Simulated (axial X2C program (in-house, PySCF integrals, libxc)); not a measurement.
## Which molecule has these constants?

All values come from calculations with an axial X2C code built on PySCF integrals, spin-free (one-electron X2C) or two-component (2c: spin–orbit coupling with atomic mean-field Coulomb and Gaunt terms, which also bring small scalar terms), in Dyall basis sets with cores contracted in-house; open shells are unrestricted.

A two-component PBE0 calculation in a Dyall 3-zeta basis gave Re = 2.253 Å, ωe = 410.4 cm⁻¹, dipole magnitude 3.89 D, Ω = 3/2.

Question: Which molecule is it?
A. TiCl
B. ZrCl
C. HfCl

Answer: A. The others have ZrCl 2.328 Å and 388.1 cm⁻¹ (Ω = 3/2); HfCl 2.292 Å and 376.9 cm⁻¹ (Ω = 3/2).

Each entry is the lowest single determinant of a limited PBE0 search at one distance. De goes to single-determinant-based atoms at the same level (for ions the charge split of lowest energy) and is withheld (n/a) where an atom does not fit its ground term or J level. Main or longest-lived isotopes. One determinant is a doubtful description, or other states lie close, for TiCl, ZrCl, HfCl; these need not be ground states, and all values refer to the states named. With several unpaired electrons the Ω given is that of one determinant, not necessarily of the lowest component. The functionals have no current term, which raises determinants with orbital currents.
